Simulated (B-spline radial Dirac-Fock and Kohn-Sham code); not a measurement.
**Dipole and non-dipole photoemission parameters of Ni⁴⁺ 3p3/2**

System: nickel as Ni⁴⁺ in the configuration [Ar] 3d6; threshold 143.1 eV (orbital energy of the model). Method: Dirac-Hartree-Slater photoionisation with a Latter tail; cross sections with all multipoles, angular parameters from the dipole term and its interference with E2. Computed with a radial B-spline solver.

For linearly polarised light dσ/dΩ = σ/(4π) [1 + β P₂(cos θ) + (δ + γ cos²θ) sin θ cos φ], with θ from the polarisation vector and φ the angle between the beam and the projection of the electron momentum on the plane normal to the polarisation.

```
hν (eV)  σ (kb)      β       γ      δ
    168     654  0.585   0.124  0.043
    200     642  1.011   0.151  0.017
    246     558  1.293   0.095  0.004
    268     517  1.370   0.066  0.002
    282       ?      ?       ?      ?
    300     456  1.449   0.033  0.001
    400     308  1.569  -0.018  0.001
    468     240  1.602  -0.021  0.001
    531     193  1.618  -0.011  0.002
    568     171  1.624  -0.002  0.003
    762    96.7  1.626   0.067  0.006
    800    87.5  1.623   0.082  0.006
   1130    40.7  1.580   0.224  0.011
 1253.6    31.8  1.560   0.274  0.013
   1390    24.8  1.538   0.327  0.015
   1670    15.7  1.492   0.427  0.020
   1980    10.1  1.443   0.524  0.026
 2984.4    3.27  1.301   0.769  0.047
   3160    2.78  1.279   0.803  0.051
   3690    1.77  1.217   0.896  0.063
   4100    1.29  1.173   0.958  0.072
   4320    1.11  1.150   0.989  0.077
   6000   0.402  1.002   1.174  0.115
   6280   0.348  0.981   1.198  0.121
   6450   0.320  0.968   1.213  0.125
   9330  0.0963  0.793   1.396  0.187
  15000  0.0191  0.571   1.578  0.296
```

**Question.** Give the values at 282 eV.

**Answer.** σ = 490 kb, β = 1.409, γ = 0.051, δ = 0.001.
